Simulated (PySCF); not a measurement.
Compound: C₃H₇ClO₂Si.
Bonds: Cl1–C2, C2–Si3, Si3–O4, O4–C5, C5–C6, C6–O7, Si3–O7. Hydrogens: H8, H9 on C2; H10 on Si3; H11, H12 on C5; H13, H14 on C6.

Computed, not measured: PySCF, PBE0-D3(BJ)/def2-SVP geometry optimisation, gas phase.

What internal coordinates does the optimisation give?

```json
{"bond": "Cl1–C2", "length (Å)": "1.793"}
{"bond": "C2–Si3", "length (Å)": "1.875"}
{"bond": "Si3–O4, Si3–O7", "length (Å)": "1.676"}
{"bond": "O4–C5, C6–O7", "length (Å)": "1.416"}
{"bond": "C5–C6", "length (Å)": "1.535"}
{"bond": "C2–H8, C2–H9", "length (Å)": "1.100"}
{"bond": "Si3–H10", "length (Å)": "1.484"}
{"bond": "C5–H11, C6–H13", "length (Å)": "1.104"}
{"bond": "C5–H12, C6–H14", "length (Å)": "1.104"}
```

Bonds in one row agree within 0.01 Å and their mean is given. A selection of angles:
```json
{"angle": "Cl1–C2–Si3", "degrees": "107.8"}
{"angle": "Cl1–C2–H8", "degrees": "108.2"}
{"angle": "Si3–C2–H8", "degrees": "112.2"}
{"angle": "H8–C2–H9", "degrees": "108.5"}
{"angle": "C2–Si3–O4", "degrees": "113.1"}
{"angle": "C2–Si3–O7", "degrees": "110.7"}
{"angle": "C2–Si3–H10", "degrees": "109.7"}
{"angle": "O4–Si3–O7", "degrees": "96.6"}
{"angle": "O4–Si3–H10", "degrees": "111.2"}
{"angle": "O7–Si3–H10", "degrees": "115.0"}
{"angle": "Si3–O4–C5", "degrees": "109.5"}
{"angle": "O4–C5–C6", "degrees": "107.3"}
{"angle": "O4–C5–H11", "degrees": "109.9"}
{"angle": "O4–C5–H12", "degrees": "109.6"}
{"angle": "C6–C5–H11", "degrees": "110.6"}
{"angle": "C6–C5–H12", "degrees": "111.7"}
{"angle": "H11–C5–H12", "degrees": "107.8"}
```

Torsions: Cl1–C2–Si3–O4 -178° (antiperiplanar); C2–Si3–O4–C5 -107° (anticlinal); Si3–O4–C5–C6 -25° (synperiplanar); O4–C5–C6–O7 34° (synclinal); C5–C6–O7–Si3 -27° (synperiplanar); C2–Si3–O7–C6 130° (anticlinal). The mirror-image conformer, all signs reversed, is as good.

O4 (silyl ether oxygen) is bent (angle 109.5°). Si3 (oxygen-bound silicon) has angles from 96.6° to 115.0°. The 5-membered ring Si3–O4–C5–C6–O7 has internal angles of 96.6° to 109.5° (sum 530°, against 540° for a flat polygon); it is puckered, 0.13 Å rms from its mean plane, widest ring torsion 34°.

Point group: C1 (no symmetry element, even within 0.4 Å). Stationary, but not proved a minimum. One conformer, not necessarily the lowest.
